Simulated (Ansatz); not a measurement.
One change: `C=[CH][GeH]([NH2])[Cl]` becomes `[NH2][GeH2][Cl]`.

Ansatz, PBE0-D4/def2-TZVP geometries, multiplicity 1. Each molecule was computed in one conformer, which needn't be the lowest.

Scalar relativity is left out up to krypton.

```
                                          property  `C=[CH][GeH]([NH2])[Cl]`
size of the dipole moment (ωB97M-V/def2-TZVPP) / D                      1.65
                 LUMO energy (PBE/def2-TZVPP) / eV                     -1.68
             HOMO energy (ωB97M-V/def2-TZVPP) / eV                    -10.14
              HOMO–LUMO gap (PBE0/def2-TZVPP) / eV                      7.10
                 HOMO energy (PBE/def2-TZVPP) / eV                     -6.35
               HOMO energy (B3LYP/def2-TZVPP) / eV                     -7.53
```

Give the same properties after the change, and the shifts. (An estimate is asked.)

Computed: 
```csv
property,`[NH2][GeH2][Cl]`,shift
size of the dipole moment (ωB97M-V/def2-TZVPP) / D,1.65,0.00
LUMO energy (PBE/def2-TZVPP) / eV,-0.68,1.00
HOMO energy (ωB97M-V/def2-TZVPP) / eV,-10.26,-0.12
HOMO–LUMO gap (PBE0/def2-TZVPP) / eV,8.22,1.12
HOMO energy (PBE/def2-TZVPP) / eV,-6.49,-0.14
HOMO energy (B3LYP/def2-TZVPP) / eV,-7.67,-0.14
```

With PBE0 the HOMO falls by 0.13 eV and the LUMO rises by 0.97 eV, so the gap widens by about 1.10 eV. PBE moves the HOMO by -0.14 eV and ωB97M-V by -0.12 eV. Dipoles are sizes alone; their direction can turn.

B3LYP here is the variant with VWN-RPA as its local correlation; programs differ in this.
